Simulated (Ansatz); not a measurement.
Two isomers of C6H12O: A = `CCC(=O)C(C)C`, B = `OC1CCCCC1`.

Isolated molecules relaxed with PBE0-D4/def2-TZVP in Ansatz; ΔE leaves out vibrations. CCSD(T)/CBS is the MP2 limit (def2-TZVPP, def2-QZVPP) plus CCSD(T) − MP2 in def2-TZVPP, frozen cores. DFT in def2-TZVPP. B3LYP here is the variant with VWN-RPA as its local correlation; programs differ in this. Each species was taken in one conformer, which may not be the lowest.

(1) Which is lower in electronic energy at CCSD(T)/CBS, and by how much? (An estimate is asked.)

(2) Give E(B) − E(A) in kcal/mol with PBE-D4, r2SCAN-D4, B3LYP, HF/def2-TZVPP, CCSD/def2-TZVPP, ωB97M-V, B2PLYP. (An estimate is asked.)

Largest T1 diagnostic: 0.012.

Results:

(1) The calculation gave: B, by 4.6 kcal/mol.

(2) The calculation gave: PBE-D4 -2.3, r2SCAN-D4 -2.2, B3LYP 1.2, HF/def2-TZVPP 0.9, CCSD/def2-TZVPP -4.2, ωB97M-V -3.6, B2PLYP -0.7. The order is the other way round with B3LYP, HF/def2-TZVPP.

From PBE to PBE0 (25 % exact exchange), in def2-TZVPP and without D4, E(B) − E(A) moves by −3.5 kcal/mol. The D4 term adds −1.4 kcal/mol with B3LYP and −0.7 kcal/mol with PBE0; it sums over pairs of atoms, weighted by their polarisabilities, and B3LYP, whose exchange is more repulsive, gets the larger term.
